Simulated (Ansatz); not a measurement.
Basis sets compared for SnEtH3 (C2H8Sn). The state is a singlet with charge 0. Geometry PBE0-D4/def2-SVP. Ansatz on 4 threads of Arm Neoverse V2 on a shared host; times are rough, and most runs start from earlier orbitals.

```xyz
11

Sn   -0.517   -1.468   -0.459
C     0.402    0.490   -0.492
C     0.282    1.243    0.826
H    -0.066    1.051   -1.316
H     1.458    0.344   -0.773
H     0.764    2.234    0.771
H    -0.769    1.410    1.109
H     0.759    0.698    1.656
H    -2.171   -1.323   -0.019
H     0.271   -2.463    0.698
H    -0.413   -2.215   -2.001
```

In the def2 sets Sn takes a core potential, while STO-3G treats all electrons; there is no spin–orbit coupling.

STO-3G and 6-31G are all-electron sets without relativity, so their totals don't compare with the def2 sets.

Binding counts from free atoms (Sn triplet, C triplet, H doublet) in the same basis, without a counterpoise term.

| level | functions | energy (Eh) | HOMO (eV) | LUMO (eV) | binding per atom (eV) | wall time |
| --- | --- | --- | --- | --- | --- | --- |
| HF/STO-3G | 45 | -6042.7753 | -8.72 | 11.54 | 3.56 | 0.2 s |
| PBE-D4/def2-SVP | 94 | -295.1006 | -6.61 | -0.02 | 3.38 | 0.6 s |
| PBE0-D4/def2-SVP | 94 | -295.1355 | -7.79 | 0.76 | 3.36 | 0.75 s |

(1) Estimate the rows for HF/def2-TZVP, PBE-D4/def2-TZVP (with forces), PBE0-D4/def2-TZVP.

Results:

(1) 
```tsv
level	functions	energy (Eh)	HOMO (eV)	LUMO (eV)	binding per atom (eV)	wall time
HF/def2-TZVP	160	-293.7409	-10.51	2.57	2.52	0.65 s
PBE-D4/def2-TZVP (with forces)	160	-295.2003	-6.65	-0.41	3.37	1.4 s
PBE0-D4/def2-TZVP	160	-295.2309	-7.80	0.32	3.35	1.4 s
```
